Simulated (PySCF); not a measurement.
C6H17NSi, quintet, at a GFN2-xTB geometry of the parent state (a higher spin typed on purpose: for a closed-shell molecule this is an excited state); HF/STO-3G (PySCF).

Here is a job for PySCF.
```python
from pyscf import gto, scf

mol = gto.Mole()
mol.atom = '''
    Si    0.00964820    2.16625247   -0.11292371
    N     0.03368939    0.46048960    0.10864243
    C    -1.24680180   -0.20758598    0.29880046
    C    -1.61127327   -1.23758448   -0.77067950
    C    -1.40986252   -0.80166207    1.70439986
    C     1.26802003   -0.25931968   -0.16572697
    C     1.42896375   -0.66552917   -1.63780508
    C     1.53443434   -1.45484154    0.74769233
    H     1.35141536    2.65930406    0.19228445
    H    -0.97309284    2.72043425    0.82002850
    H    -0.35783668    2.58710710   -1.47735882
    H    -1.99093873    0.59327979    0.21832880
    H    -0.99759884   -2.13088847   -0.69540584
    H    -2.65060839   -1.53269075   -0.63972578
    H    -1.49798871   -0.80844555   -1.76287201
    H    -0.89813748   -1.75257544    1.81011435
    H    -2.46668405   -0.96249847    1.90740423
    H    -1.01819018   -0.10606484    2.44218608
    H     2.06120301    0.47044616    0.03842959
    H     0.82065373   -1.52822017   -1.89047204
    H     1.14652456    0.16452664   -2.28061352
    H     2.46958356   -0.91581266   -1.83351432
    H     1.43041294   -1.16733728    1.79012338
    H     2.55435047   -1.79890332    0.58636856
    H     0.86514852   -2.28348513    0.53504263
'''
mol.basis = 'sto-3g'
mol.spin = 4
mol.verbose = 4
mol.build()

mf = scf.UHF(mol)
mf.kernel()
```

The log (banner, timings and long lists left out):

```
PySCF version 2.14.0

[INPUT] verbose = 4
[INPUT] num. atoms = 25
[INPUT] num. electrons = 74
[INPUT] charge = 0
[INPUT] spin (= nelec alpha-beta = 2S) = 4
[INPUT] symmetry False subgroup None
[INPUT] Mole.unit = angstrom
[INPUT] Symbol           X                Y                Z      unit          X                Y                Z       unit  Magmom
[...]
nuclear repulsion = 508.428913930182
number of shells = 43
number of NR pGTOs = 183
number of NR cGTOs = 61
basis = sto-3g
ecp = {}

******** <class 'pyscf.scf.uhf.UHF'> ********
method = UHF
initial guess = minao
damping factor = 0
level_shift factor = 0
DIIS = <class 'pyscf.scf.diis.CDIIS'>
diis_start_cycle = 1
diis_space = 8
diis_damp = 0
SCF conv_tol = 1e-09
SCF conv_tol_grad = None
SCF max_cycles = 50
direct_scf = True
direct_scf_tol = 1e-13
number electrons alpha = 39  beta = 35
Set gradient conv threshold to 3.16228e-05
init E= -574.880993696451

cycle= 1 E= -572.556475219807  delta_E= 2.32  |g|= 0.342  |ddm|= 5.08

cycle= 2 E= -572.704001454347  delta_E= -0.148  |g|= 0.242  |ddm|= 1.46

cycle= 3 E= -572.758163035906  delta_E= -0.0542  |g|= 0.0883  |ddm|= 0.795

cycle= 4 E= -572.796503752115  delta_E= -0.0383  |g|= 0.0879  |ddm|= 0.509

cycle= 5 E= -572.822294205914  delta_E= -0.0258  |g|= 0.0923  |ddm|= 0.422

cycle= 6 E= -572.801547675491  delta_E= 0.0207  |g|= 0.0817  |ddm|= 0.344

cycle= 7 E= -572.767223863787  delta_E= 0.0343  |g|= 0.0405  |ddm|= 1.16

cycle= 8 E= -572.769791590706  delta_E= -0.00257  |g|= 0.0225  |ddm|= 0.289

cycle= 9 E= -572.772276090119  delta_E= -0.00248  |g|= 0.022  |ddm|= 0.167

cycle= 10 E= -572.773088594062  delta_E= -0.000813  |g|= 0.0223  |ddm|= 0.0443

cycle= 11 E= -572.769532029465  delta_E= 0.00356  |g|= 0.0222  |ddm|= 0.202

cycle= 12 E= -572.766597734043  delta_E= 0.00293  |g|= 0.0299  |ddm|= 0.365

cycle= 13 E= -572.766665629584  delta_E= -6.79e-05  |g|= 0.0295  |ddm|= 0.0241

cycle= 14 E= -572.767276110806  delta_E= -0.00061  |g|= 0.0165  |ddm|= 0.229

cycle= 15 E= -572.766794327047  delta_E= 0.000482  |g|= 0.0184  |ddm|= 0.131

cycle= 16 E= -572.766913652661  delta_E= -0.000119  |g|= 0.0184  |ddm|= 0.0774

cycle= 17 E= -572.76681445241  delta_E= 9.92e-05  |g|= 0.0176  |ddm|= 0.0353

cycle= 18 E= -572.766929562308  delta_E= -0.000115  |g|= 0.0177  |ddm|= 0.034

cycle= 19 E= -572.768924619254  delta_E= -0.002  |g|= 0.0157  |ddm|= 0.213

cycle= 20 E= -572.769082259341  delta_E= -0.000158  |g|= 0.0154  |ddm|= 0.0349

cycle= 21 E= -572.768911663835  delta_E= 0.000171  |g|= 0.0155  |ddm|= 0.0287

cycle= 22 E= -572.769003586902  delta_E= -9.19e-05  |g|= 0.0155  |ddm|= 0.029

cycle= 23 E= -572.769719516288  delta_E= -0.000716  |g|= 0.0159  |ddm|= 0.0898

cycle= 24 E= -572.766469110078  delta_E= 0.00325  |g|= 0.0135  |ddm|= 0.357

cycle= 25 E= -572.761965220258  delta_E= 0.0045  |g|= 0.0164  |ddm|= 0.741

cycle= 26 E= -572.761843218576  delta_E= 0.000122  |g|= 0.0174  |ddm|= 0.0699

cycle= 27 E= -572.76203285861  delta_E= -0.00019  |g|= 0.0186  |ddm|= 0.183

cycle= 28 E= -572.762052501029  delta_E= -1.96e-05  |g|= 0.0188  |ddm|= 0.0113

cycle= 29 E= -572.76224169635  delta_E= -0.000189  |g|= 0.016  |ddm|= 0.0997

cycle= 30 E= -572.762559039282  delta_E= -0.000317  |g|= 0.0146  |ddm|= 0.0794

cycle= 31 E= -572.762386003659  delta_E= 0.000173  |g|= 0.014  |ddm|= 0.0485

cycle= 32 E= -572.763474544099  delta_E= -0.00109  |g|= 0.0105  |ddm|= 0.239

cycle= 33 E= -572.763512817608  delta_E= -3.83e-05  |g|= 0.00932  |ddm|= 0.0226

cycle= 34 E= -572.763198241048  delta_E= 0.000315  |g|= 0.00828  |ddm|= 0.109

cycle= 35 E= -572.762503439017  delta_E= 0.000695  |g|= 0.00622  |ddm|= 0.209

cycle= 36 E= -572.762167293454  delta_E= 0.000336  |g|= 0.00368  |ddm|= 0.13

cycle= 37 E= -572.762115507052  delta_E= 5.18e-05  |g|= 0.00296  |ddm|= 0.0487

cycle= 38 E= -572.762110396354  delta_E= 5.11e-06  |g|= 0.00221  |ddm|= 0.0389

cycle= 39 E= -572.762138159175  delta_E= -2.78e-05  |g|= 0.00163  |ddm|= 0.0345

cycle= 40 E= -572.762131809677  delta_E= 6.35e-06  |g|= 0.00101  |ddm|= 0.0472

cycle= 41 E= -572.762135397506  delta_E= -3.59e-06  |g|= 0.000953  |ddm|= 0.0088

cycle= 42 E= -572.762137577922  delta_E= -2.18e-06  |g|= 0.000964  |ddm|= 0.00524

cycle= 43 E= -572.762139459788  delta_E= -1.88e-06  |g|= 0.000968  |ddm|= 0.00857

cycle= 44 E= -572.762139568167  delta_E= -1.08e-07  |g|= 0.000973  |ddm|= 0.000301

cycle= 45 E= -572.76213538299  delta_E= 4.19e-06  |g|= 0.000886  |ddm|= 0.0113

cycle= 46 E= -572.76213453634  delta_E= 8.47e-07  |g|= 0.000898  |ddm|= 0.00248

cycle= 47 E= -572.76213532021  delta_E= -7.84e-07  |g|= 0.000877  |ddm|= 0.0023

cycle= 48 E= -572.762138873324  delta_E= -3.55e-06  |g|= 0.000772  |ddm|= 0.00993

cycle= 49 E= -572.762146194788  delta_E= -7.32e-06  |g|= 0.000647  |ddm|= 0.0151

cycle= 50 E= -572.762156616835  delta_E= -1.04e-05  |g|= 0.000604  |ddm|= 0.0205
SCF not converged.
SCF energy = -572.762156616835 after 50 cycles  <S^2> = 6.0268747  2S+1 = 5.0107384
```

The run did not converge; its last values are not results.
